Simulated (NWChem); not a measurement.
Molecule: C2H5BO2; SMILES CB(O)C=O

```xyz
10

C     -0.6880    -1.8714     0.0019
B      0.0566    -0.4935     0.0012
O      1.4019    -0.3876     0.0004
C     -0.6763     0.9578     0.0011
O      0.0315     1.9588    -0.0015
H     -1.3447    -1.9611    -0.8757
H     -1.3506    -1.9572     0.8755
H     -0.0025    -2.7243     0.0060
H      1.6229     0.5684    -0.0005
H     -1.7826     1.0869     0.0035
```
Atoms are numbered in this order, from 1.

Results from NWChem. Pople sets run with spherical d functions. Structure relaxed at the B3LYP/6-31G* (spherical d) level. B3LYP is NWChem's, with the RPA form of VWN correlation. GIAO values for the isolated, static molecule; σ is the absolute isotropic shielding, δ = σ(reference) − σ with the isolated reference molecule computed at the same levels (11B: boron trifluoride, 13C: tetramethylsilane, 1H: tetramethylsilane, 17O: water).

| level | δ C1 (ppm) | δ B2 (ppm) | δ O3 (ppm) | δ C4 (ppm) | δ O5 (ppm) | δ H6 (rotor mean) (ppm) | δ H10 (ppm) |
|---|---|---|---|---|---|---|---|
| PBE0/pcSseg-1 | 1.8 | 22.4 | 182.0 | 243.8 | 876.8 | 0.83 | 11.19 |
| B3LYP/6-31G* | 1.2 | 22.1 | ? | ? | ? | 0.64 | 11.17 |
| B3LYP/6-311G** | 1.2 | 24.3 | 188.2 | 239.0 | 866.8 | 0.67 | 11.27 |

Problem. Fill in the missing entries.

Solution. 
- B3LYP/6-31G*, δ O3 (ppm): 150.6
- B3LYP/6-31G*, δ C4 (ppm): 221.2
- B3LYP/6-31G*, δ O5 (ppm): 755.7
